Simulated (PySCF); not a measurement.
Gas-phase reaction: 4 GeH₃F + GeF₂ = 3 GeH₂F₂ + 2 GeH₃

Computed with PySCF and rigid-rotor harmonic-oscillator thermochemistry at 1 bar. † marks an energy on the PBE0/def2-TZVP geometry and frequencies; other levels use their own. CCSD(T) freezes the core. Open shells (unrestricted): GeH₃ (multiplicity 2); the rest are closed-shell singlets. B3LYP is the form with VWN-RPA correlation. Ge: all electrons, no relativistic terms. GeH₂F₂, GeH₃: computed as isolated molecules; such fragments, hydroxides, amides, oligomers or adducts are transient or little studied in the gas. CCSD(T) isn't extrapolated to the basis-set limit; its ΔH°(298 K) is 173.9 kJ in def2-SVP and 186.7 kJ in def2-TZVPP. The harmonic model lacks anharmonicity and excited electronic states, which grow with temperature; levels with a mode under 35 cm⁻¹ are left out.

```csv
level,"ΔE electronic, kJ","ΔH°(298 K), kJ","ΔS°(298 K), J/K","ΔG°(1800 K), kJ"
B3LYP/def2-TZVP†,222,215,12,183
CCSD(T)/def2-TZVPP†,193,187,12,154
HF/def2-TZVP†,127,121,12,88
PBE/def2-SVP,204,198,13,164
PBE0/def2-QZVP†,195,189,12,156
PBE0/def2-SVP†,188,181,12,149
PBE0/def2-TZVP,196,189,12,156
ωB97X-V/def2-TZVP†,216,210,12,177
```
ΔH° is lowest at HF/def2-TZVP† and highest at B3LYP/def2-TZVP†. No reference value is set beside these.
